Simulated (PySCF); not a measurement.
Species: C2H6AlBrO.
Geometry (PBE0-D3(BJ)/def2-SVP, Å), atoms numbered from 1 in this order:
```
atom  x, y, z in Å
C1     2.2633   -0.0409   -0.0533
O2     0.9021   -0.3199   -0.0448
Al3   -0.5679    0.3970    0.3759
C4    -2.2486   -0.5240    0.1328
Br5   -0.5050    2.4947    1.2254
H6     2.4756    1.0342   -0.1979
H7     2.7582   -0.5983   -0.8666
H8     2.7417   -0.3471    0.8941
H9    -2.5888   -0.9615    1.0859
H10   -3.0317    0.1763   -0.1978
H11   -2.1629   -1.3376   -0.6025
```

Theory: PBE0-D3(BJ)/def2-SVP geometry optimisation, gas phase in PySCF.

(1) Which atoms are bound to Al3, and at what distances?

(2) List the angles at Al3.

(3) What is the shape at Al3?

(4) What are the other bond lengths?

(5) Give some angles away from the centre.

(6) What are the rotational constants (commonest isotopes, rigid rotor)?

## Answers

(1) 3 atoms: O2 1.689 Å, C4 1.932 Å, Br5 2.264 Å. The nearest atom not counted as bound is H9, at 2.54 Å (others tie with it).

(2) 
```tsv
angle	degrees	distance of the outer atoms (Å)
O2–Al3–C4	121.6	3.16
C4–Al3–Br5	120.9	3.65
O2–Al3–Br5	117.6	3.39
```

(3) Planar: angles 121.6°, 120.9° and 117.6°, sum 360.0°, 0.00 Å off the plane of its three neighbours.

(4) C1–O2 1.390 Å; C1–H6, C1–H7, C1–H8 1.104 Å; C4–H9, C4–H10, C4–H11 1.101 Å.

(5) C1–O2–Al3 140.3°.

(6) A = 2812, B = 1546, C = 1010 MHz: an asymmetric top.

Charge 0, singlet. No PBE0-D3(BJ)/def2-SVP frequencies stand behind this structure, so it isn't proved a minimum.

One conformer stands for the species.
